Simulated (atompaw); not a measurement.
# Rh (Z = 45): one change to a PAW (atompaw) potential, before and after

```json
{"Element": "rhodium", "Generator": "atompaw 4.2.0.5", "Type": "PAW", "Functional": "PBE", "Relativity": "scalar-relativistic", "Frozen core": "[Ar] 3d10 4s2", "Valence charge": "15", "Reference configuration": "4p6 4d8 5s0.5 5p0 (charge +0.5)", "Partial waves": "5s (bound): rc 2.70 bohr; 5s channel at 2.95 Ry: rc 2.70 bohr; 4p (bound): rc 1.20 bohr; 5p (bound, empty): rc 2.70 bohr; 4d (bound): rc 1.70 bohr; 4d channel at 3.5 Ry: rc 1.70 bohr", "Local potential": "troulliermartins scheme with l = 3 at 0 Ry, radius 2.40 bohr", "Core correction": "smooth core density matched at 2.70 bohr", "Augmentation charge": "sinc compensation charge, radius 2.05 bohr; PAW radius 2.70 bohr; waves and projectors: custom rrkj gramschmidtortho"}
```

Change: wave 4p (bound): rc 1.20 bohr becomes 4p (bound): rc 1.64 bohr.

Cutoffs: the cutoffs (Ry, on a coarse ladder) from which the occupation-weighted sum of valence levels, in a spherical-Bessel basis at the reference potential, stays within 10 and 1 mRy of its value at 400 Ry; they do not see the model core or the augmentation charge, which bear on the density cutoff.

Q: What does the change do?

A: The potential gets softer (55 Ry and 100 Ry → 40 Ry and 70 Ry); both files keep a bound ghost (s); the range in which the p phases agree widens (upper end 0.2 → 1.3).

| quantity | base | changed |
| --- | --- | --- |
| cutoff, loose | 55 Ry | 40 Ry |
| cutoff, tight | 100 Ry | 70 Ry |
| loose cutoff by channel (10 mRy a level) | s 6 Ry, p 45 Ry, d 30 Ry | s 6 Ry, p 25 Ry, d 30 Ry |
| bound ghosts | s | s |
| s: phases at 2.71 bohr within 0.05 rad from the reference energy up to (Ry; the scan ends near 5) | 4.6 | 4.6 |
| p: phases at 2.71 bohr within 0.05 rad from the reference energy up to (Ry; the scan ends near 5) | 0.2 | 1.3 |
| d: phases at 2.71 bohr within 0.05 rad from the reference energy up to (Ry; the scan ends near 5) | to the end of the scan | to the end of the scan |
| lowest overlap eigenvalue by channel | s 0.49, p 0.41, d 0.36 | s 0.49, p 0.42, d 0.36 |

 A true bound ghost makes a file unfit for plane-wave use even where its test errors are small: the radial tests pick states by their node count and pass the ghost by. The cutoffs see the waves, projectors and local potential, not the compensation charge or the core.
